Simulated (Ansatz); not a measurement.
Consider the formal exchange of groups at a Ga–I bond: `F[CH2][GaH][I]` + `[SiH3]Cl` → `F[CH2][GaH][SiH2]Cl` + HI.

Gas-phase electronic energies from Ansatz, PBE0-D4/def2-TZVP geometries. CCSD(T)/CBS is the MP2 limit (def2-TZVPP, def2-QZVPP) plus CCSD(T) − MP2 in def2-TZVPP, frozen cores. This one scheme is used for every species. DFT in def2-TZVPP. HSE06 is defined as in plane-wave codes. def2 core potentials past Kr. For Ga, I outer-core shells are correlated without core-valence functions, which leaves a few kJ/mol of doubt a bond. Scalar relativity is left out up to krypton. Each species was taken in one conformer, which may not be the lowest.

`F[CH2][GaH][I]`:

```xyz
7

F    -1.606   -1.035    0.698
C    -0.877    0.100    0.373
Ga    0.900   -0.360   -0.380
I     2.255    1.652   -0.977
H    -0.756    0.709    1.275
H    -1.450    0.691   -0.349
H     1.534   -1.758   -0.640
```

`[SiH3]Cl`:

Cartesian coordinates in Å:
```
Si -0.066 0.065 -0.089
Cl 0.987 -0.976 1.334
H -1.221 -0.757 -0.514
H 0.830 0.330 -1.238
H -0.530 1.338 0.507
```

`F[CH2][GaH][SiH2]Cl`:

Cartesian coordinates in Å:
```
F -2.006 1.002 -0.218
C -1.339 0.420 -1.291
Ga 0.485 -0.196 -0.783
Si 1.141 -0.111 1.539
Cl 0.446 -1.925 2.283
H -1.945 -0.418 -1.655
H -1.294 1.156 -2.103
H 1.398 -0.820 -1.901
H 0.509 0.966 2.342
H 2.606 -0.075 1.786
```

HI:

Z-matrix (Å, degrees):
```
I
H 1 1.610
```

Task: Is it downhill or uphill in electronic energy at CCSD(T)/CBS, and by how much? (An estimate is asked.)

Result: The calculation gave: Uphill: ΔE = +32.1 kcal/mol.

Task: What do these levels give: PBE0-D4, CAM-B3LYP-D4, B2PLYP, revPBE, r2SCAN0, HSE06, RPA@PBE/def2-TZVPP, MP2/def2-SVP, CCSD/def2-SVP, HF/def2-TZVPP, CCSD/def2-TZVPP, MP2/def2-QZVPP? (An estimate is asked.)

Result: The calculation gave: PBE0-D4 30.4, CAM-B3LYP-D4 31.1, B2PLYP 32.7, revPBE 29.3, r2SCAN0 32.9, HSE06 31.0, RPA@PBE/def2-TZVPP 30.0, MP2/def2-SVP 34.7, CCSD/def2-SVP 32.7, HF/def2-TZVPP 37.3, CCSD/def2-TZVPP 31.7, MP2/def2-QZVPP 34.6 kcal/mol.

Largest T1 diagnostic among the species: 0.012.

The D4 term adds −0.8 kcal/mol with B3LYP and −0.5 kcal/mol with PBE0; it sums over pairs of atoms, weighted by their polarisabilities, and B3LYP, whose exchange is more repulsive, gets the larger term. In def2-TZVPP, CCSD(T) changes the Hartree–Fock value by −6.0 kcal/mol (the triples alone add −0.3 kcal/mol) and MP2 by −3.2 kcal/mol.

B3LYP here is the variant with VWN-RPA as its local correlation; programs differ in this.
